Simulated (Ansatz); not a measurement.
One change: `C=[N][SbH][OH]` becomes `C=[N][SbH][SiH2]O`.

Ansatz, PBE0-D4/def2-TZVP geometries, multiplicity 1. Each molecule was computed in one conformer, which needn't be the lowest.

Elements past krypton have def2 core potentials.

```tsv
property	`C=[N][SbH][OH]`
HOMO–LUMO gap (B3LYP/def2-TZVPP) / eV	5.49
HOMO–LUMO gap (ωB97M-V/def2-TZVPP) / eV	9.84
LUMO energy (PBE/def2-TZVPP) / eV	-1.71
size of the dipole moment (PBE/def2-TZVPP) / D	1.76
HOMO–LUMO gap (PBE0/def2-TZVPP) / eV	5.96
size of the dipole moment (ωB97M-V/def2-TZVPP) / D	1.84
```

(1) Give the same properties after the change, and the shifts. (Best estimate.)

Results:

(1) Computed: 
```csv
property,`C=[N][SbH][SiH2]O`,shift
HOMO–LUMO gap (B3LYP/def2-TZVPP) / eV,5.34,-0.15
HOMO–LUMO gap (ωB97M-V/def2-TZVPP) / eV,9.68,-0.16
LUMO energy (PBE/def2-TZVPP) / eV,-1.89,-0.18
size of the dipole moment (PBE/def2-TZVPP) / D,2.45,0.69
HOMO–LUMO gap (PBE0/def2-TZVPP) / eV,5.75,-0.21
size of the dipole moment (ωB97M-V/def2-TZVPP) / D,2.72,0.88
```

With PBE0 the HOMO rises by 0.09 eV and the LUMO falls by 0.11 eV, so the gap narrows by about 0.20 eV. PBE moves the HOMO by 0.06 eV and ωB97M-V by 0.13 eV. Dipoles are sizes alone; their direction can turn.

B3LYP here is the variant with VWN-RPA as its local correlation; programs differ in this.

Spin–orbit coupling is left out; it splits and shifts lone-pair levels of the heavy atoms by tenths of an eV.
